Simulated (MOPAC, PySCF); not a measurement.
Bonds broken one at a time in the series acetyl-X. Gas-phase values, no solvent. One relaxed conformer stands for each flexible species; it need not be the lowest. Strings in code marks are SMILES.

Quantity: electronic energy of isomers of C2H3OS, doublet states, relative to `CC(=O)[S]`, in kcal/mol. Semi-empirical values (MOPAC) are differences of heats of formation.

Level 1: B3LYP/3-21G // PBE-D3(BJ)/def2-TZVP (PySCF)
Level 2: PBE/6-31G* // PBE-D3(BJ)/def2-TZVP (PySCF)
Level 3: SVWN5/6-31G* // PBE-D3(BJ)/def2-TZVP (PySCF)
Level 4: PM7 // PBE-D3(BJ)/def2-TZVP (MOPAC)

```
species                           level 1  level 2  level 3  level 4
--------------------------------  -------  -------  -------  -------
`CS[C]=O` (C–S–C–O torsion 180°)     17.3     11.0     13.3    -4.41
```
